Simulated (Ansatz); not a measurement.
Geometry optimisation, Ansatz, RKS PBE0/def2-SVP.

The input (input.yaml):

```yaml
crystal:
  periodic: [false, false, false]
  atoms:
    - { symbol: Ta, position_ang: [0.0, 0.0, 0.0] }
    - { symbol: O, position_ang: [2.37, 0.0, 0.0] }
    - { symbol: H, position_ang: [2.7071, -0.5308, 0.7903] }
    - { symbol: F, position_ang: [0.0, 0.0, 1.93] }
    - { symbol: F, position_ang: [0.0, 0.0, -1.93] }
    - { symbol: F, position_ang: [-0.965, 1.6714, 0.0] }
    - { symbol: F, position_ang: [-0.965, -1.6714, 0.0] }
    - { symbol: S, position_ang: [0.8829, -2.249, 1.4151] }
    - { symbol: H, position_ang: [0.0982, -3.3559, 1.0702] }
    - { symbol: H, position_ang: [2.1262, -1.1473, 0.7219] }
basis:
  gaussian: { orbitals: def2-SVP }
hamiltonian:
  xc: pbe0
relax:
  f_tol: 0.15
  max_steps: 25
  restrain:
    - { distance: [0, 7], at: 2.5, k: 30.0 }
    - { distance: [9, 1], at: 1.01, k: 30.0 }
    - { distance: [0, 1], at: 3.22, k: 30.0 }
    - { distance: [9, 7], at: 2.6, k: 30.0 }
```

Launched with:

```bash
$ ansatz run input.yaml --threads 4 --pin off --max-ram 5120MiB --backend cpu --events-out ev --progress --plain --runs-dir out
```

Problem. Where does it end, and by what steps?

Solution. It converged. The restraints hold the end off the free minimum; the threshold counts their pulls, which the force column leaves out. Restrained pairs: Ta1–S8 (2.80 → 2.48 Å), O2–H10 (1.38 → 0.98 Å), Ta1–O2 (2.37 → 3.21 Å), S8–H10 (1.80 → 2.60 Å). After 12 steps the energy has fallen by 5.842 eV (the restraints' own energy left out); F7 moved furthest, 1.08 Å.

| step | energy less start (eV) | largest force component (eV/Å) | accepted |
| --- | --- | --- | --- |
| 0 | 0.0000 | 4.411 | yes |
| 1 | 0.1730 | 4.671 | yes |
| 2 | -0.7681 | 4.675 | yes |
| 3 | -2.7502 | 3.133 | yes |
| 4 | -4.2085 | 1.980 | yes |
| 5 | -4.9543 | 1.615 | yes |
| 6 | -5.4101 | 1.007 | yes |
| 7 | -5.6676 | 0.889 | yes |
| 8 | -5.7136 | 1.981 | yes |
| 9 | -5.8162 | 0.758 | yes |
| 10 | -5.8360 | 0.727 | yes |
| 11 | -5.8415 | 0.670 | yes |
| 12 | -5.8424 | 0.747 | yes |

```xyz
10
Properties=species:S:1:pos:R:3
Ta -0.377 -0.373 0.210
O 2.827 -0.223 0.212
H 3.103 0.245 1.009
F 0.386 0.465 1.696
F 0.355 -0.442 -1.484
F -1.386 1.203 0.024
F -1.976 -1.304 0.060
S 0.577 -2.394 1.292
H 0.019 -3.306 0.462
H 2.729 -1.154 0.517
```

Time of the run: 49 s on 4 threads of Arm Neoverse V1 (shared host), peak memory 0.37 GiB.
